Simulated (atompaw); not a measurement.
Building the PAW (atompaw) potential for lanthanum (La) (PBEsol, scalar-relativistic).

atompaw 4.2.0.5 input, output lines left out:

```
La 57
GGA-PBESOL scalarrelativistic loggrid 2001 logderivrange -5 5 251
6 6 5 4 0 0
6 0 1.75
6 1 0.25
5 2 1
4 3 0
0 0 0
c
c
c
c
v
v
c
c
c
v
v
c
c
v
v
3
3.00 2.40 2.10 2.80
n
n
y
0.35
n
y
1.85
n
custom polynom vanderbiltortho sinc
bessel
2.25
2.60
2.10
3.00
3.00
3.00
0.95
0.95
```

Task: Does the generator finish with these settings?

Result: Yes, a potential is produced.

Task: Estimate the cutoffs (Ry, on a coarse ladder) from which the occupation-weighted sum of valence levels, in a spherical-Bessel basis at the reference potential, stays within 10 and 1 mRy of its value at 400 Ry.

Result: 12 Ry and 21 Ry. The cutoffs count occupied waves only; the empty 4f level needs 120 Ry at the loose tolerance.

Task: What does a ghost test show?

Result: No extra level below or beside the all-electron valence levels (s, p, d, f tested).

Task: Is the overlap operator S = 1 + Σ q|β⟩⟨β| positive definite (Bessel basis up to 400 Ry)?

Result: Yes: its lowest eigenvalue is 0.04 (p channel).
